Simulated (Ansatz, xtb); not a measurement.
Molecule: sum formula HSO2 (charge +1, singlet). It need not be the lowest isomer of its formula. 
Coordinates optimised at B3LYP-D3(BJ)/def2-TZVP (Ansatz, a first-principles code):
```
S
O 1 1.4123
O 1 1.5317 2 115.22
H 3 0.9883 1 121.36 2 0.00
```
Charge +1, spin multiplicity 1.

Harmonic wavenumbers from GFN2-xTB (xtb, at its own minimum), cm⁻¹: 350, 605, 675, 907, 1355, 3367.

### Question
Give the harmonic wavenumbers at B3LYP-D3(BJ)/def2-TZVP (Ansatz, finite differences of forces, unscaled).

### Answer
442, 606, 901, 1040, 1385, 3515 cm⁻¹. Zero-point energy 11.3 kcal/mol.

### Question
From these and the geometry, give the ideal-gas thermochemistry at 298.15 K and 1 atm (rigid rotor, harmonic oscillator).

### Answer
Point group Cs, rotational symmetry number 1. Rotational constants 43.44, 9.837, 8.021 GHz. S(trans) 38.44, S(rot) 22.07, S(vib) 1.50, S(elec, spin only) 0.00, S 62.0 cal/(mol K). H(298) - H(0) 2.70 kcal/mol; G - E(el) -4.5 kcal/mol.
